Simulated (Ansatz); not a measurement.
C2H8O2Si can be A, `OCOC[SiH3]`, or B, `CC(O)O[SiH3]`.

Program: Ansatz. Geometries: PBE0-D4/def2-TZVP. ΔE: electronic, gas phase. CBS: MP2 limit from def2 TZ/QZ plus the TZ coupled-cluster correction, frozen cores. Functionals use def2-TZVPP. B3LYP here is the variant with VWN-RPA as its local correlation; programs differ in this. One conformer a species, not always the lowest.

Q: Which is lower in electronic energy at CCSD(T)/CBS, and by how much? (Estimate.)

A: Computed: B, by 39.3 kcal/mol.

Q: Give E(B) − E(A) in kcal/mol with MP2/def2-TZVPP, PBE-D4, ωB97M-V, CCSD/def2-TZVPP, B3LYP, B3LYP-D4, CCSD(T)/def2-TZVPP. (An estimate is asked.)

A: Ansatz gave: MP2/def2-TZVPP -40.6, PBE-D4 -34.7, ωB97M-V -38.4, CCSD/def2-TZVPP -39.2, B3LYP -37.6, B3LYP-D4 -37.7, CCSD(T)/def2-TZVPP -38.7. None reverses the order clearly.

Largest T1 diagnostic: 0.012.

In def2-TZVPP, CCSD(T) changes the Hartree–Fock value by +2.9 kcal/mol (the triples alone add +0.5 kcal/mol) and MP2 by +1.1 kcal/mol. From PBE to PBE0 (25 % exact exchange), in def2-TZVPP and without D4, E(B) − E(A) moves by −2.0 kcal/mol.
